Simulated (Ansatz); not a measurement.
Geometry optimisation, RHF/def2-SVP (Ansatz).

The input (input.yaml):

```yaml
crystal:
  periodic: [false, false, false]
  atoms:
    - { symbol: Ta, position_ang: [-0.445911, 0.525193, 0.188257] }
    - { symbol: O, position_ang: [2.626524, -0.369976, 0.300663] }
    - { symbol: H, position_ang: [2.884309, -0.850008, 1.077483] }
    - { symbol: Cl, position_ang: [-0.187085, 0.001457, 2.455061] }
    - { symbol: Cl, position_ang: [0.127097, 0.774931, -2.050259] }
    - { symbol: Cl, position_ang: [-2.504294, 1.45102, 0.198086] }
    - { symbol: Cl, position_ang: [-0.84103, -1.720798, -0.216283] }
    - { symbol: Cl, position_ang: [1.065101, 2.386769, 0.629274] }
    - { symbol: H, position_ang: [2.869189, 0.554812, 0.469618] }
basis:
  gaussian: { orbitals: def2-SVP }
hamiltonian:
  xc: hf
relax:
  f_tol: 0.03
  max_steps: 50
```

Launched with:

```bash
$ ansatz run input.yaml --threads 4 --pin off --max-ram 5120MiB --backend cpu --events-out ev --progress --plain --runs-dir out
```

**Question.** Where does it end, and by what steps?

**Answer.** The forces met the threshold. After 9 steps the energy has fallen by 0.676 eV; H3 moved furthest, 0.90 Å. Joined: Ta1–O2 (3.20 → 2.29 Å).

```json
{"step": "0", "energy less start (eV)": "0.0000", "largest force component (eV/Å)": "1.289", "accepted": "yes"}
{"step": "1", "energy less start (eV)": "-0.1320", "largest force component (eV/Å)": "1.577", "accepted": "yes"}
{"step": "2", "energy less start (eV)": "-0.3203", "largest force component (eV/Å)": "2.214", "accepted": "yes"}
{"step": "3", "energy less start (eV)": "-0.5225", "largest force component (eV/Å)": "1.807", "accepted": "yes"}
{"step": "4", "energy less start (eV)": "-0.5552", "largest force component (eV/Å)": "1.232", "accepted": "yes"}
{"step": "5", "energy less start (eV)": "-0.6339", "largest force component (eV/Å)": "0.304", "accepted": "yes"}
{"step": "6", "energy less start (eV)": "-0.6570", "largest force component (eV/Å)": "0.159", "accepted": "yes"}
{"step": "7", "energy less start (eV)": "-0.6712", "largest force component (eV/Å)": "0.186", "accepted": "yes"}
{"step": "8", "energy less start (eV)": "-0.6757", "largest force component (eV/Å)": "0.080", "accepted": "yes"}
{"step": "9", "energy less start (eV)": "-0.6762", "largest force component (eV/Å)": "0.009", "accepted": "yes"}
```

```xyz
9
Properties=species:S:1:pos:R:3
Ta -0.111 0.549 0.275
O 2.066 -0.163 0.396
H 2.324 -1.077 0.407
Cl -0.136 0.195 2.610
Cl 0.289 0.778 -2.034
Cl -2.277 1.256 0.169
Cl -0.373 -1.776 -0.036
Cl 1.017 2.589 0.639
H 2.794 0.403 0.626
```

Whether the end is a true minimum wasn't checked by a vibrational analysis.

Run time: 26 s on 4 threads of Arm Neoverse V2, with other jobs on the host, peak memory 0.47 GiB.
